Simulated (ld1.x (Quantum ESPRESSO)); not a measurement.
## LDA (PZ) RRKJ dataset for zirconium (Zr), scalar-relativistic all-electron reference.

ld1.x (Quantum ESPRESSO) 7.5 input, shortened:

```
&input
   title='Zr', zed=40., rel=1, dft='PZ', iswitch=3,
   config='[Kr] 4d2 5s2 5p0'
 /
 &inputp
   pseudotype=2, tm=.false., rho0=0.005, lloc=0,
   nlcc=.true., rcore=1.25
 /
3
4P  2  1   6.00   0.00  1.20  1.20  0.0
4D  3  2   2.00   0.00  2.50  2.50  0.0
4S  1  0   2.00   0.00  1.75  1.75  0.0
 &test
   configts(1)='4s2 4p6 4d2 5s2 5p0'
 /
```

Occupied shells without a wave of their own: 5s. They enter only through the test configuration that unscreens the potential, and ld1.x also counts them in the model core charge.

All-electron outer shells of the reference configuration (LDA (PZ), scalar-relativistic, ld1.x):

```csv
shell,level (eV),outermost node (bohr),outermost maximum (bohr)
3p,-317.24,0.18,0.40
3d,-174.95,–,0.35
4s,-54.51,0.55,1.08
4p,-32.50,0.56,1.17
5s,-4.60,1.47,3.11
4d,-3.74,0.58,1.61
5p,-1.55,1.70,4.15
```

Results:

```
Cutoffs needed      : 90 Ry and 110 Ry (the cutoffs (Ry, on a coarse ladder) from which the occupation-weighted sum of valence levels, in a spherical-Bessel basis at the reference potential, stays within 10 and 1 mRy of its value at 400 Ry)
Ghost test          : no extra level below or beside the all-electron valence levels (p, d, s, f tested) (spherical-Bessel basis up to 400 Ry, 20 bohr box)
Configuration tests : 3 of 9 tests not solved or not reliable; not counted: 4s2 4p6 4d1 5s0 5p0 (solver errors, printed error -692 eV); 4s2 4p6 4d1 5s2 5p1 (solver errors, printed error -2.3 eV); 4s2 4p6 4d2 5s0 5p1 (solver errors, printed error -4.8 eV)
```

The potential misses its own reference levels by up to 0.5 eV. ld1.x takes every shell without a wave as core, so the model core holds the 5s electrons as well and exchange and correlation see them twice. This cancels in the reference configuration, but the file is broken for other ones, and its errors say nothing about a proper core correction.

Generation and tests took about 2.9 s on one core of a shared server CPU.
